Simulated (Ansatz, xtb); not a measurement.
**Two isomers of C5H6FNSe**

Structure a is `Cc1n[se]c(F)c1C`, a singlet and structure b is `N#C[C@@H]1C[Se]C[C@@H]1F`, a singlet. Both are isolated molecules in the gas phase, relaxed with B3LYP/def2-SVP, each in the lowest conformer that the search found.

a (Å):

```yaml
atoms:
  - { symbol: C, position_ang: [1.3066, 0.1328, 1.2577] }
  - { symbol: C, position_ang: [0.8184, 0.5838, -0.0926] }
  - { symbol: C, position_ang: [0.2256, 0.3192, -2.3136] }
  - { symbol: C, position_ang: [0.6848, -0.3355, -1.2070] }
  - { symbol: C, position_ang: [1.0035, -1.8026, -1.1606] }
  - { symbol: F, position_ang: [-0.0044, -0.2355, -3.4981] }
  - { symbol: N, position_ang: [0.5077, 1.8478, -0.2552] }
  - { symbol: Se, position_ang: [-0.0561, 2.1460, -1.9749] }
  - { symbol: H, position_ang: [1.3283, 0.9864, 1.9477] }
  - { symbol: H, position_ang: [0.6495, -0.6478, 1.6768] }
  - { symbol: H, position_ang: [2.3203, -0.2967, 1.1900] }
  - { symbol: H, position_ang: [0.3872, -2.3260, -0.4106] }
  - { symbol: H, position_ang: [0.8195, -2.2731, -2.1368] }
  - { symbol: H, position_ang: [2.0589, -1.9781, -0.8932] }
```

b (Å):

```csv
atom,x (Å),y (Å),z (Å)
C,-1.4410,0.3803,-0.6664
C,-0.0658,0.1534,-1.1240
C,0.7471,1.4570,-1.2254
C,1.4654,-0.6413,-2.9163
C,0.0039,-0.5368,-2.5005
F,-0.6847,0.2430,-3.4111
N,-2.5209,0.5701,-0.2927
Se,2.4023,0.9607,-2.1934
H,0.4222,-0.5188,-0.3966
H,1.0076,1.8598,-0.2383
H,0.1961,2.2133,-1.7993
H,1.5369,-0.6609,-4.0118
H,1.9314,-1.5472,-2.5050
H,-0.4801,-1.5287,-2.4776
```

Task: Estimate E(b) − E(a) at the level CCSD(T)/def2-SVP + ΔMP2/def2-TZVPP.

Result: Calculated at CCSD(T)/def2-SVP + ΔMP2/def2-TZVPP: E(b) − E(a) = −7.2 kcal/mol, so structure b lies lower.

Level by level:

```csv
level,geometry,E(b) − E(a) (kcal/mol),departure from the last row (kcal/mol),"job, with rough time for the two"
GFN2-xTB,GFN2-xTB,+21.2,+28.5,"optimisation, 0.3 s"
HF/STO-3G,GFN2-xTB,−16.6,−9.3,"single point, 0.66 s"
r2SCAN-D4/def2-SVP,GFN2-xTB,+2.0,+9.2,"single point, 5.3 s"
B3LYP/def2-SVP,B3LYP/def2-SVP,−0.6,+6.6,"optimisation, 49 s"
HF/def2-SVP,B3LYP/def2-SVP,−17.4,−10.2,part of the CCSD(T) run
MP2/def2-SVP,B3LYP/def2-SVP,−8.8,−1.6,part of the CCSD(T) run
CCSD(T)/def2-SVP,B3LYP/def2-SVP,−9.5,−2.2,single point
CCSD(T)/def2-SVP + ΔMP2/def2-TZVPP,B3LYP/def2-SVP,−7.2,,"single point, 3.1 min"
```

As drawn, b has 1 C≡N, 2 C–C, 2 C–Se in place of 1 C∷N, 1 N∷Se, 1 C∷Se, 2 C∷C (∷ is an aromatic bond). Structure a has a 5-membered ring (with an aromatic ring), b a 5-membered ring.

GFN2-xTB, r2SCAN-D4/def2-SVP put the two in the other order. The largest departure from CCSD(T)/def2-SVP + ΔMP2/def2-TZVPP is that of GFN2-xTB, 28.5 kcal/mol. The last row adds to CCSD(T) the change of the MP2 difference between the two basis sets, here +2.2 kcal/mol.

With thermal terms from frequencies at re-optimised GFN2-xTB minima (ideal gas, soft modes damped towards free rotors, one conformer each, 298.15 K, 1 atm): on the last row, ΔE + ΔZPE = −6.9, ΔH = −7.3, ΔG = −6.9 kcal/mol.

The correlated steps freeze 16 core orbitals; the filled d shell of Se is correlated, in a basis made for valence electrons. Mirror images aren't counted in ΔG. Run with Ansatz 0.2.0, xtb 6.7.1; the last row on 4 threads of Arm Neoverse V1 on a shared host.
